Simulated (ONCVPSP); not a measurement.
## u(r) = r·R(r): atom against pseudo-atom (aluminium (Al))

Columns: radius, all-electron u(r) and pseudo u(r) of the 3p shell (level -2.71 eV) of aluminium in the configuration [Ne] 3s2 3p1; PBE, scalar-relativistic, ONCV scheme, ONCVPSP 4.0.1.

| r (bohr) | all-electron | pseudo |
| --- | --- | --- |
| 0.123 | -0.0964 | 0.0035 |
| 0.245 | -0.1892 | 0.0139 |
| 0.368 | -0.2138 | 0.0314 |
| 0.490 | -0.1854 | 0.0551 |
| 0.613 | -0.1260 | 0.0843 |
| 0.735 | -0.0526 | 0.1177 |
| 0.858 | 0.0259 | 0.1551 |
| 0.980 | 0.1024 | 0.1952 |
| 1.103 | 0.1750 | 0.2376 |
| 1.225 | 0.2408 | 0.2801 |
| 1.348 | 0.3002 | 0.3221 |
| 1.470 | 0.3523 | 0.3622 |
| 1.593 | 0.3982 | 0.4010 |
| 1.715 | 0.4374 | 0.4371 |
| 1.838 | 0.4707 | 0.4698 |
| 1.960 | 0.4977 | 0.4973 |
| 2.083 | 0.5192 | 0.5192 |
| 2.205 | 0.5354 | 0.5354 |
| 2.328 | 0.5470 | 0.5470 |
| 2.450 | 0.5542 | 0.5542 |
| 2.573 | 0.5577 | 0.5577 |
| 2.695 | 0.5578 | 0.5578 |
| 2.818 | 0.5550 | 0.5550 |
| 2.940 | 0.5498 | 0.5498 |
| 3.063 | 0.5425 | 0.5424 |
| 3.185 | 0.5334 | 0.5334 |

Problem. How many radial nodes do the two functions have?

Solution. The all-electron 3p function has n − l − 1 = 1; the pseudo-wave has 0, since the states of the same l below it are removed with the core.

Problem. At about which radius was the pseudo-wave matched?

Solution. 2.25 bohr. The columns agree to 0.0005 from 1.96 bohr on; several derivatives are matched, so the curves merge somewhat inside the radius.

Problem. Is the pseudo-wave norm-conserving?

Solution. Yes: the ONCV scheme keeps the norm inside the radius equal to the all-electron one, which fixes the energy derivative of the logarithmic derivative at the level.
